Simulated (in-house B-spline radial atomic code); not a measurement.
Results of a calculation; reference values are marked as such.
## Softness against transferability: the 3d channel of Zn

Zn, [Ar] 3d10 4s2, non-relativistic PBE, spherical and spin-unpolarised, from an all-electron radial atomic-structure program (B-spline basis) (atomic units). The all-electron 3d level is ε = -0.388316 hartree and its outer maximum at 0.57 bohr.

Troullier-Martins pseudo-orbitals are made for several radii. The cutoffs (hartree) are the plane-wave energies beyond which the orbital holds less than the named kinetic energy per electron. The phase error is the difference, pseudo minus all-electron, of arctan(R P'/P) at R = 2.68 bohr for all radii, half a hartree below and above the level.

```json
{"r_c (bohr)": "1.28", "V_l(0) (hartree)": "-28.27", "cutoff for 10 mEh": "63.2", "for 1 mEh": "75.4", "for 0.1 mEh": "129", "phase error at ε − 0.5 (mrad)": "+0.2", "at ε + 0.5 (mrad)": "+4.7"}
{"r_c (bohr)": "1.48", "V_l(0) (hartree)": "-23.08", "cutoff for 10 mEh": "50.8", "for 1 mEh": "60.9", "for 0.1 mEh": "104", "phase error at ε − 0.5 (mrad)": "+0.6", "at ε + 0.5 (mrad)": "+10.2"}
{"r_c (bohr)": "1.7", "V_l(0) (hartree)": "-18.96", "cutoff for 10 mEh": "41.2", "for 1 mEh": "49.6", "for 0.1 mEh": "82.9", "phase error at ε − 0.5 (mrad)": "+1.3", "at ε + 0.5 (mrad)": "+20.2"}
{"r_c (bohr)": "1.92", "V_l(0) (hartree)": "-15.91", "cutoff for 10 mEh": "33.9", "for 1 mEh": "40.9", "for 0.1 mEh": "67.7", "phase error at ε − 0.5 (mrad)": "+2.8", "at ε + 0.5 (mrad)": "+35.4"}
{"r_c (bohr)": "2.14", "V_l(0) (hartree)": "-13.60", "cutoff for 10 mEh": "28.6", "for 1 mEh": "34.6", "for 0.1 mEh": "56.6", "phase error at ε − 0.5 (mrad)": "+5.5", "at ε + 0.5 (mrad)": "+56.5"}
{"r_c (bohr)": "2.38", "V_l(0) (hartree)": "-11.65", "cutoff for 10 mEh": "24.2", "for 1 mEh": "29.2", "for 0.1 mEh": "47.2", "phase error at ε − 0.5 (mrad)": "+10.9", "at ε + 0.5 (mrad)": "+86.5"}
```

Q: Which radius needs the lowest cutoff for 0.1 mEh while both phase errors stay within 35.5 mrad?

A: The radii within that limit are 1.28, 1.48, 1.7, 1.92 bohr; of these r_c = 1.92 needs the least, 67.7 hartree, that is 135 Ry or 1842 eV.

Q: What does the larger radius buy, and what does it cost?

A: From r_c = 1.28 to 2.38 bohr the cutoff for 1 mEh goes from 75.4 to 29.2 hartree, a factor of 2.58, against 3.46 for a pure 1/r_c² scaling, end to end; step by step it is 75.4, 60.9, 49.6, 40.9, 34.6, 29.2, and for 0.1 mEh 129, 104, 82.9, 67.7, 56.6, 47.2; the number of plane waves goes as the cutoff to the power 3/2, here a factor of 4.1. The larger of the two phase errors is least at r_c = 1.28 bohr, 4.7 mrad; it is 4.7 at the smallest radius and 86.5 at the largest. These errors test the reference atom alone. Large radii also let the cores of neighbours overlap, which an atom doesn't show.
